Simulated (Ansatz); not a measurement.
System: C$_{4}$H$_{12}$Sn, charge 0, multiplicity 1. SMILES: [Sn]([CH3])([CH3])([CH3])[CH3]
Coordinates optimised at B3LYP-D3(BJ)/def2-TZVP (Ansatz, a quantum-chemistry and plane-wave program):
```xyz
17

C     -0.3064    -1.5266    -1.5051
Sn     0.0000     0.0000     0.0000
C     -0.0960     1.9556    -0.9254
C     -1.5408    -0.1589     1.5135
C      1.9432    -0.2701     0.9170
H     -1.2820    -1.4016    -1.9747
H     -0.2604    -2.5167    -1.0517
H      0.4634    -1.4574    -2.2735
H      0.0569     2.7336    -0.1776
H     -1.0701     2.1041    -1.3910
H      0.6753     2.0484    -1.6898
H     -2.5247    -0.0246     1.0643
H     -1.5032    -1.1396     1.9873
H     -1.3977     0.6049     2.2777
H      2.0044    -1.2516     1.3868
H      2.7282    -0.1924     0.1650
H      2.1098     0.4929     1.6773
```

Computed values are from Ansatz. Valence correlation only, unless marked. Open shells are spin-unrestricted. No spin-orbit coupling. The frozen core is the preceding noble-gas configuration, with the filled d and f shells of earlier blocks. In def2 rows, elements after Kr have scalar-relativistic effective core potentials. CBS(X,Y): correlation extrapolated as X^-3; Hartree-Fock from the larger set.

```yaml
atomisation energy De: 1460.3 kcal/mol at CCSD(T)/CBS(def2-TZVPPD,def2-QZVPPD)
total_energy: -372.8879 Eh at CCSD(T)/CBS(def2-TZVPPD,def2-QZVPPD)
dipole_moment: 0.00 D at CCSD(T)/def2-SVPD
T1 diagnostic: 0.009 at CCSD/def2-QZVPPD
measured enthalpy of formation, 298 K: -4.5 kcal/mol (CRC Handbook, as tabulated in the package chemicals; older table, unchecked)
```
